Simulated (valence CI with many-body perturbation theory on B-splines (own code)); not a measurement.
Results of a calculation; reference values are marked as such.
## Basis-set convergence for Co⁵⁺

Level of theory: valence CI with perturbative core correlation (CI+MBPT): four valence electrons over a frozen Dirac-Fock core [Ar], radial functions for each j: 7 s, 7 p, 8 d, 6 f, 4 g, 1 h, with the one-electron correlation potential Σ1, the two-electron term Σ2, the three-electron term Σ3, Breit, model QED; selected CI, second order for the rest, scaled by the run's own slope (own B-spline code, finite nucleus).

Set against measurement, 30 paired levels are off by 413 cm⁻¹ on average, the worst by 1854. Only levels of the ground parity were solved; by the run's estimate the other parity begins above the list, which can be wrong where configurations are misplaced.

The reference run has the lowest level 3d4 5D_0 and an ionisation energy of 101.824 eV. Its largest variational space holds 18161 state functions.

Letters in brackets count levels of one name in rising energy.

Changed runs:
A. basis 6 s, 6 p, 5 d, 5 f, 1 g
B. basis 5 s, 5 p, 4 d, 4 f

Excitation energies of the reference run in cm⁻¹, and shifts in cm⁻¹:

| Level | Reference | A | B |
| --- | --- | --- | --- |
| 3d4 5D_1 | 200 | -1.5 | -1.0 |
| 3d4 5D_2 | 581 | -5.2 | -4.4 |
| 3d4 5D_3 | 1110 | -6.7 | -5.8 |
| 3d4 5D_4 | 1760 | -7.6 | -6.2 |
| 3d4 3H_4 | 27155 | +169 | +804 |
| 3d4 3P_0 [a] | 27525 | +401 | +920 |
| 3d4 3H_5 | 27567 | +164 | +800 |
| 3d4 3H_6 | 27982 | +161 | +797 |
| 3d4 3P_1 [a] | 28791 | +392 | +918 |
| 3d4 3F_2 [a] | 30326 | +306 | +880 |
| 3d4 3F_3 [a] | 30372 | +300 | +882 |
| 3d4 3F_4 [a] | 30536 | +299 | +885 |
| Ionisation energy (eV) | 101.824 | -0.107 | -0.142 |
